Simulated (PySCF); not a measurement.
C₂H₅Te, SMILES [CH2][Te]C, doublet (PBE0/def2-SVP optimised geometry):

```
8

C      1.392    -0.799     0.000
Te    -0.658    -0.799     0.000
C     -0.869     1.341     0.000
H      1.916    -1.756    -0.025
H      1.943     0.120     0.213
H     -0.397     1.756     0.899
H     -0.409     1.754    -0.907
H     -1.943     1.569     0.009
```

Method: unrestricted PBE0/def2-TZVP, def2 effective core potentials past Kr in PySCF.

What are the frontier orbital energies (α orbitals alone; a β orbital can be the lowest empty one) and the dipole moment?

HOMO-2 -8.62 eV, HOMO-1 -7.76 eV, HOMO -5.03 eV, LUMO -0.54 eV, LUMO+1 0.62 eV; dipole moment 1.12 D.

On the same geometry unrestricted PBE/def2-TZVP, def2 effective core potentials past Kr (PySCF) gives HOMO-2 -7.52 eV, HOMO-1 -6.34 eV, HOMO -3.86 eV, LUMO -1.39 eV, LUMO+1 -0.26 eV; dipole moment 1.18 D.
